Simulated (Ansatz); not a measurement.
Isolated molecules relaxed with PBE0-D4/def2-TZVP in Ansatz; ΔE leaves out vibrations. CCSD(T)/CBS adds triple-zeta CCSD(T) − MP2 to the extrapolated MP2 energy (def2 sets, frozen cores). This one scheme is used for every species. Functionals use def2-TZVPP. One conformer a species, not always the lowest.

Consider the ligand exchange at the Si–N bond: `F[Si]N([SiH3])[SiH3]` + NH₃ → `N[Si]F` + `[SiH3]N[SiH3]`.

```tsv
level	ΔE (kcal/mol)
ωB97M-V	0.7
HF/def2-TZVPP	-3.1
```

**Question.** What does CCSD(T)/CBS give? (Estimate.)

**Answer.** The calculation gave: +1.3 kcal/mol. The listed levels differ from it by -0.6, -4.4 kcal/mol.

**Question.** What do rigid-rotor, harmonic-oscillator terms from PBE0-D4/def2-TZVP frequencies (298.15 K, 1 bar) make of the CCSD(T)/CBS value? (An estimate is asked.)

**Answer.** Ansatz gave: ΔZPE = +0.2 kcal/mol, ΔH = +0.9 kcal/mol, ΔS = 39 J/(mol·K), ΔG = -1.8 kcal/mol. Modes under 50 cm⁻¹ make the entropy rough.

Largest T1 diagnostic among the species: 0.014.

The D4 term adds +3.1 kcal/mol with B3LYP and +1.7 kcal/mol with PBE0; it sums over pairs of atoms, weighted by their polarisabilities, and B3LYP, whose exchange is more repulsive, gets the larger term. In def2-TZVPP, CCSD(T) changes the Hartree–Fock value by +4.7 kcal/mol (the triples alone add +1.0 kcal/mol) and MP2 by +5.0 kcal/mol.

B3LYP here is the variant with VWN-RPA as its local correlation; programs differ in this.
